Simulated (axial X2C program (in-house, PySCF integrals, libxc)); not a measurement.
# Density and ELF of PBr

Computed with an in-house relativistic program for diatomic molecules. Two-component (2c) means X2C with spin–orbit coupling and atomic mean-field two-electron Coulomb and Gaunt terms. Basis: Br dyall-cv3z [8s9p6d4f1g], P dyall-v3z [8s7p2d1f] (cores contracted in-house); Gaussian nuclei, density fitting, unrestricted open shells. Masses: Br 78.918 u, P 30.974 u.

PBE0, two-component, state Ω = 1 (⟨Sz⟩ = 1.00, ⟨Lz⟩ = 0.00 at PBE0); Br at z = 0, P at z = 2.182 Å.

The maps cover the half plane through the axis: z from -2.4 to 4.5 Å along the bond, ρ from 0.15 to 2.25 Å away from it (steps of 0.3 Å, the bottom row nearest the axis).

log10 of the density in e/bohr³:

digits 0 to 9 span -4.84 to 1.44 evenly
```
001122222222222222221100
011223333333333333322110
012233444443344444332211
112334455544444444443221
123345555555555555543321
123445666665555665544322
123455677766566766554332
223456689866667986554332
```

Electron localisation function (collinear form, no current term, damped to 0 at low density):

digits 0 to 9 span 0.00 to 1.00 evenly
```
000000111000001233210000
000012343210013566531000
000124566531025788753100
000246788752237899874200
001357888874357999975200
001367865676566679986310
001467423147650113886310
001466272717724780786310
```

Axial spin density in 10⁻³ e/bohr³:

digits 0 to 9 span -5.13 to 5.13 evenly, values beyond are clipped
```
555555555445555555555555
555555555445556666555555
555555555544578998765555
555555666544699999975555
555556899644799999975555
555556999834899999975555
544445897733799999844444
444443359422465990013444
```

The state is one determinant whose occupation by symmetry is held fixed; it was picked as the lowest of a PBE0 search that is not exhaustive. Density functionals use the spin component along the axis (collinear). Other states lie close and PBE0, whose exact exchange favours high spin, may order them wrongly; the determinant shown need not be the ground state. The nearest other 2c determinant of the search, Ω = 0, lies 0.84 eV up at the distance of the search. With several unpaired electrons one determinant need not be a pure state. Open-shell Ω = 0 determinants with evenly filled partner blocks cannot be reached by this program, so the Ω shown need not be the lowest component. This is the Ω = 1 component of a π² triplet; the 0⁺ component is not one determinant and can lie lowest.
